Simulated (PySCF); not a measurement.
NMR data simulated for an unnamed compound:

¹H NMR (300 MHz, computed): δ 12.68 (br s, 1H), 9.49 (s, 1H), 7.17 (ddd, J = 9.5, 8.0, 1.4 Hz, 1H), 6.92 (dd, J = 8.6, 1.4 Hz, 1H), 6.75 (d, J = 9.5 Hz, 1H), 6.67 (t, J = 8.3 Hz, 1H).

¹³C{¹H} NMR (computed): δ 185.1 (CH), 160.0 (C), 130.9 (CH), 126.9 (CH), 114.5 (C), 113.8 (CH), 113.3 (CH).

[PySCF: KT2/pcSseg-1 with gauge-including orbitals; PBE0-D3(BJ)/def2-SVP structure; J: B3LYP/pcJ-1 (without the spin–dipole term); non-relativistic Hamiltonian; isolated molecule; single conformer]

Chemical shifts δ = σref − σ; TMS for ¹H (σref 31.18), ¹³C (σref 183.22), all at this level.

Task: Which of these does the molecule contain: a benzene ring, an OH group, an aldehyde, a methoxy group, a ketone, a vinyl group CH=CH2?

Result: 
- A benzene ring: yes.
- An OH group: yes (δH 12.68 (br s)).
- An aldehyde: yes (δC 185.1; δH 9.49 (s)).
- A methoxy group: no.
- A ketone: no.
- A vinyl group CH=CH2: no.

The data belong to SMILES O=Cc1ccccc1O, C7H6O2; they needn't prove each group on their own.

Carbon signals by region: 1 in the far downfield region (above 160 ppm), 6 in the sp2 and nitrile region (100–160 ppm). Above 160 ppm: 185.1, aldehyde carbonyl carbon.

The OH or NH signal is concentration- and solvent-dependent in practice; the value given is the gas-phase one. Splittings below 1 Hz are ignored in the labels, and close J values are merged. Unscaled 3J(H,H) at this level run about 10 % above measured values. Shifts are as computed. Against solution values, carbons near 30 ppm lie about +2 ppm off and those near 130 ppm about -5 ppm. Of 1211 compounds with measured shifts, 218 miss one by over three times the rms of a fit or turn the order of signals round; such compounds aren't used in these exercises.
